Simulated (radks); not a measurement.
Task: Numerical settings for neutral lithium, [He] 2s1. All-electron calculation, non-relativistic Kohn-Sham, PBE, spin-polarised, spherical densities, point nucleus; open shells are filled with parallel spins first. Program: a radial shooting solver on a logarithmic mesh with Libxc functionals. The defaults (mesh step 0.008 in ln r, mesh end at 40 bohr or more with all orbitals vanishing there, Anderson mixing 0.5 over 9 steps, residual threshold near 1e-9 with the energy settled to 1e-9 hartree or 1e-11 of itself, here a cap of 78 iterations) give E = -7.4622 hartree and 2s at -3.228 eV in 17 iterations. Run on one thread of a shared host, so times are rough (Intel(R) Xeon(R) 6975P-C): 0.06 s of CPU time, 0.06 s wall, 17 iterations on 2496 mesh points. One setting is changed at a time: mesh step in ln r 0.003; mesh step in ln r 0.03; mesh step in ln r 0.2; mesh end (bohr) 8; mesh end (bohr) 400; residual threshold 1e-13; residual threshold 0.1; mixing 1.5; linear mixing, mixing 0.2; linear mixing, mixing 0.05; mixing history 3; iteration cap 5. Which runs fail to converge, and which converge to a wrong energy?

Result: Not converged within the cap: mesh step in ln r 0.2; residual threshold 1e-13; linear mixing, mixing 0.2; linear mixing, mixing 0.05; iteration cap 5. Settings that end as converged yet miss the energy by more than 1 mhartree: mesh end (bohr) 8 (+0.00691 hartree).
